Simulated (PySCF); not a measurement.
## In⁺: excitation energy

In⁺ [Kr] 4d10 5s2 (1S) → In⁺ [Kr] 4d10 5s1 6s1 (3S), as a difference of total energies. Calculation: PySCF 2.14, in aug-cc-pVQZ-DK3 (9s8p6d3f2g, 102 functions); the spin-free X2C one-electron Hamiltonian (Gaussian nucleus). Correlated levels: valence: [Kr] 4d10 frozen. The calculations carry no spin-orbit coupling.

```json
{"method": "UHF", "excitation energy (eV)": "10.100"}
{"method": "LDA", "excitation energy (eV)": "11.917"}
{"method": "PBE", "excitation energy (eV)": "11.493"}
{"method": "PBE0", "excitation energy (eV)": "11.271"}
{"method": "r2SCAN", "excitation energy (eV)": "11.419"}
{"method": "revPBE", "excitation energy (eV)": "11.337"}
{"method": "CAM-B3LYP", "excitation energy (eV)": "11.687"}
{"method": "PBEsol", "excitation energy (eV)": "11.537"}
{"method": "MP2 (valence)", "excitation energy (eV)": "10.674"}
{"method": "SCS-MP2 (valence)", "excitation energy (eV)": "10.863"}
```

How much does correlation contribute at MP2 (valence)?

10.674 − (10.100) = 0.574 eV, measured against UHF.

Errors of the correlated levels include the incompleteness of this basis and the frozen core.

For comparison: 11.645 eV (measured; NIST levels).
